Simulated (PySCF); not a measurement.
Correlation energy of Zr (zirconium, neutral)

[Kr] 4d2 5s2, high-spin 3F determinant. Computed with PySCF 2.14 in aug-cc-pVDZ-PP with ECP28MDF, with scalar relativity through the core potential. Frozen: 4s2 4p6; 4 electrons correlated.

MP2 pair energies summed by pair of shells (mhartree):

| pair | energy | share (%) |
| --- | --- | --- |
| 5s-5s | -19.08 | 46.8 |
| 4d-5s | -19.01 | 46.7 |
| 4d-4d | -2.65 | 6.5 |

Total MP2 correlation energy: -40.74 mhartree.

Same-spin part -9.11 and opposite-spin part -31.64 mhartree; SCS-MP2 scales them by 1/3 and 6/5 to -41.00 mhartree.
